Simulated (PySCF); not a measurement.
F₂Sn (SMILES [F][Sn][F]), singlet, geometry from GFN2-xTB (such geometries of metal compounds can be far from the true shape) (all electrons, no relativity).

Here is a job for PySCF.
```python
from pyscf import gto, scf, dft

mol = gto.Mole()
mol.atom = '''
    Sn    0.01449829   -0.00777246    0.34340333
    F     0.74067978    1.44200224   -0.95472046
    F    -0.82122585   -1.39882190   -0.95307583
'''
mol.basis = 'sto-3g'
mol.verbose = 4
mol.build()

mf = dft.RKS(mol)
mf.xc = 'camb3lyp'
mf.kernel()
mf.analyze()
```

Q: What does this run give for the number of basis functions, HOMO-LUMO gap, nuclear repulsion energy?

A: 
```json
{
  "number_of_basis_functions": "37",
  "HOMO-LUMO gap": "6.52 eV",
  "nuclear_repulsion_energy": "242.5132 Eh"
}
```
